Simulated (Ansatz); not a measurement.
This geometry of BrH + ClGeH3 (7 atoms, charge 0, multiplicity 1) is a first-order saddle point.

All numbers below come from RKS B3LYP-D4/def2-SVP in Ansatz.

```xyz
7
Properties=species:S:1:pos:R:3
Ge -0.687 0.338 -0.284
Cl 0.309 -1.703 1.013
H -0.461 0.854 -1.714
H -0.836 1.383 0.823
H -1.898 -0.615 -0.342
H 1.476 -0.849 0.667
Br 2.097 0.593 -0.163
```

(1) Which two structures does it join? (They come from a converged band through this point; their orientation in space is the band's.)

(2) How far does it lie above each of them?

Results:

(1) Bonds broken: Ge1–Cl2, H6–Br7. Bonds formed: Ge1–Br7, Cl2–H6. BrH + ClGeH3 becomes BrGeH3 + ClH.

Initial state:

```xyz
7
Properties=species:S:1:pos:R:3
Ge -1.067 0.080 -0.208
Cl -0.017 -1.665 0.627
H -0.456 0.347 -1.589
H -0.848 1.240 0.773
H -2.546 -0.327 -0.299
H 2.046 -0.403 0.492
Br 2.888 0.728 0.204
```

Final state:

```xyz
7
Properties=species:S:1:pos:R:3
Ge -0.614 0.636 -0.576
Cl 0.627 -1.907 1.897
H -1.049 1.674 -1.624
H -0.916 1.101 0.854
H -1.173 -0.760 -0.880
H 1.398 -1.238 1.093
Br 1.728 0.494 -0.763
```

(2) 129.0 kJ/mol above the first and 133.6 kJ/mol above the second. This is the barrier of this one path; another mechanism may lie lower. The orbitals stay closed-shell, which can raise the energy where a bond breaks towards radicals; this wasn't checked here.

The run took 7.4 min on 2 threads of Arm Neoverse V1, on a shared host, peak memory 0.25 GiB.
